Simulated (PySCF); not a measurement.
**Polarisability and C₆ of Mn³⁺ (manganese, charge +3)**

[Ar] 3d4, high-spin 5D determinant. Computed with PySCF 2.14 in aug-cc-pVTZ, with no relativity, point nucleus. Coupled (time-dependent) response in atomic units; α is the mean over directions.

```
method  mean α (bohr³)         α xx, yy, zz  C₆ (like pair)   S(−4)
   UHF           1.804  1.740, 1.740, 1.932           4.450  0.9501
   PBE           2.069  1.984, 1.984, 2.240           5.140   1.579
  PBE0           1.975  1.898, 1.898, 2.131           4.897   1.331
```

S(−4) is the Cauchy moment in α(ω) = α(0) + S(−4) ω² + …

α(iu) at PBE0:

| u (hartree) | α(iu) (bohr³) |
| --- | --- |
| 0 | 1.975 |
| 0.0500 | 1.972 |
| 0.100 | 1.962 |
| 0.200 | 1.925 |
| 0.300 | 1.869 |
| 0.500 | 1.724 |
| 0.750 | 1.531 |
| 1.00 | 1.353 |
| 1.50 | 1.062 |
| 2.00 | 0.8435 |
| 3.00 | 0.5559 |
| 5.00 | 0.2850 |

A single London oscillator, α(iu) = α/(1 + u²/ω²), gives C₆ = (3/4) ω α². Matching the computed C₆ needs ω = 4 × 4.897 / (3 × 1.975²) = 1.67 hartree.

For an ion, C₆ is the dispersion term alone; charge-induced terms of lower order in 1/R come first.

The components differ because the open shell of this determinant is not spherical; for a pure term their mean is the scalar polarisability.
